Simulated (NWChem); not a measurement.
HfHF₃; SMILES [F][HfH]([F])[F]

Results from NWChem. Structure relaxed at the PBE0/def2-SVP level. def2 effective core potentials on Hf; no spin-orbit coupling. LC-ωPBE (HJS hole) with def2-SVP; x = 1 − exp(−ω/0.25 bohr⁻¹) is a scale chosen for this fit.

```
row           x  −ε(HOMO) (eV)
--------  -----  -------------
ω = 0.15  0.451           9.91
ω = 0.25  0.632          10.96
ω = 0.40  0.798       withheld
ω = 0.50  0.865          12.46
ω = 0.80  0.959          13.14
```

Task: Fit a straight line of the last column on the one before it, predict the withheld value, and compare with the run.

Result: 
1. Means of the 4 shown rows: x = 0.7268, y = 11.617. Slope Σ(x − x̄)(y − ȳ)/Σ(x − x̄)² = 1.003/0.1581 = 6.347; intercept 7.005.
2. The shown rows scatter about the line by 0.046 (root mean square); the largest residual is -0.06, at ω = 0.25.
3. At x = 0.798 (ω = 0.40; inside the shown range) the line gives 12.07.
4. The run gives 12.01, -0.06 from the line, 1.3 times the scatter.
